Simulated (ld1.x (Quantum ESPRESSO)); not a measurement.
What one change does to a pseudopotential (O (Z = 8), TM)

ld1.x (Quantum ESPRESSO) 7.5 input, shortened:

```
&input
   title='O', zed=8., rel=1, dft='PBE', iswitch=3,
   config='[He] 2s2 2p2 3d-2'
 /
 &inputp
   pseudotype=2, tm=.true., lloc=-1, rcloc=0.65,
   nlcc=.true.
 /
3
2S  1  0   2.00   0.00  0.90  0.90  0.0
2P  2  1   2.00   0.00  0.95  0.95  0.0
3D  3  2  -2.00   0.15  0.85  0.85  0.0
 &test
   configts(1)='2s2 2p2'
 /
```

All-electron outer shells of the reference configuration (PBE, scalar-relativistic, ld1.x):

```csv
shell,level (eV),outermost node (bohr),outermost maximum (bohr)
2s,-58.35,0.27,0.84
2p,-43.24,–,0.75
```

Change: wave 2p (bound): rc 0.95 bohr becomes 2p (bound): rc 1.04 bohr.

Cutoffs: the cutoffs (Ry, on a coarse ladder) from which the occupation-weighted sum of valence levels, in a spherical-Bessel basis at the reference potential, stays within 10 and 1 mRy of its value at 400 Ry; they do not see the model core or the augmentation charge, which bear on the density cutoff. Errors are all-electron minus pseudo energies relative to the spin-unpolarised reference configuration.

How do hardness, ghosts and transferability respond?

The potential gets softer (120 Ry and 200 Ry → 110 Ry and 180 Ry); of the 7 tests that both files solve, the error grows in 7 and shrinks in 0 by more than 15 % and 0.3 meV (median size 43.2 → 59.1 meV); neither file shows a bound ghost. A larger radius leaves more room for a smooth pseudo-wave, so fewer plane waves are needed. More of the atom is replaced by a form fitted at one configuration, so other configurations suffer.

| quantity | base | changed |
| --- | --- | --- |
| cutoff, loose | 120 Ry | 110 Ry |
| cutoff, tight | 200 Ry | 180 Ry |
| loose cutoff by channel (10 mRy a level) | s 70 Ry, p 100 Ry | s 70 Ry, p 90 Ry |
| bound ghosts | none | none |
| error for 2s2 2p4, meV [ΔE -50.02 eV] | +34 | +45 |
| error for 2s2 2p3, meV [ΔE -33.59 eV] | +16 | +22 |
| error for 2s2 2p1, meV [ΔE 53.87 eV] | +43 | +59 |
| error for 2s2 2p3.5, meV [ΔE -43.73 eV] | +27 | +35 |
| error for 2s2 2p0, meV [ΔE 130.77 eV] | +289 | +388 |
| error for 2s1 2p5, meV [ΔE -35.07 eV] | +62 | +88 |
| error for 2s1 2p4, meV [ΔE -18.36 eV] | +46 | +65 |
